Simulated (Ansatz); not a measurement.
A nudged elastic band was laid between two geometries of Cl3HOSi (6 atoms, charge 0, multiplicity 1).

These are results of Ansatz 0.2.0, RKS PBE-D4/STO-3G, not measurements.

* movable images: 5
* climbing image: yes
* spring: 50.0 eV/Å²
* optimiser: quadratic models (default)
* start path: IDPP
* force threshold: 0.05 eV/Å
* iteration limit: 60
* end points: relaxed

First end point:

```xyz
6
Properties=species:S:1:pos:R:3
O -0.825 0.558 1.037
Si 0.176 0.057 -0.235
Cl 1.871 -1.022 0.436
Cl -0.828 -1.184 -1.626
Cl 0.776 1.840 -1.160
H -1.128 -0.314 1.502
```

Last end point:

```xyz
6
Properties=species:S:1:pos:R:3
O -1.125 -0.002 0.901
Si 0.094 -0.096 -0.272
Cl 1.796 -1.161 0.403
Cl -0.802 -1.108 -1.875
Cl 0.772 1.809 -0.902
H -0.694 0.494 1.699
```

**Question.** What changes between the two ends?

**Answer.** No bond is made or broken. The dihedral H6–O1–Si2–Cl3 goes from -60 to 60°. The two ends are copies of one structure, up to a mirror image or an exchange of like atoms.

**Question.** What energy profile does the band end with?

**Answer.** The forces met the threshold. The highest image is number 3 of 0 to 6, 3.7 kJ/mol above the ends, which have the same energy within 2 meV. Another band between the same ends (5 images) ends at a top of the same energy, where a vibrational analysis finds 1 clearly imaginary mode. Limits of this set-up: minimal basis.

| image | path coordinate (Å) | energy (kJ/mol) | dihedral H6–O1–Si2–Cl3 (°) |
| --- | --- | --- | --- |
| 0 | 0.00 | 0.0 | -60 |
| 1 | 0.26 | 0.8 | -42 |
| 2 | 0.52 | 2.6 | -22 |
| 3 | 0.78 | 3.7 | 0 |
| 4 | 1.03 | 2.6 | 22 |
| 5 | 1.29 | 0.8 | 42 |
| 6 | 1.55 | 0.0 | 60 |

**Question.** What is the geometry of the highest image?

**Answer.** 
```xyz
6
Properties=species:S:1:pos:R:3
O -1.092 0.334 0.886
Si 0.101 0.017 -0.280
Cl 1.691 -1.103 0.554
Cl -0.752 -1.036 -1.897
Cl 0.832 1.837 -1.056
H -0.738 -0.113 1.747
```

The band took 6 iterations and about 50 core-seconds.

Time of the run: 53 s on 1 thread of Arm Neoverse V2 (shared host), peak memory 0.094 GiB.
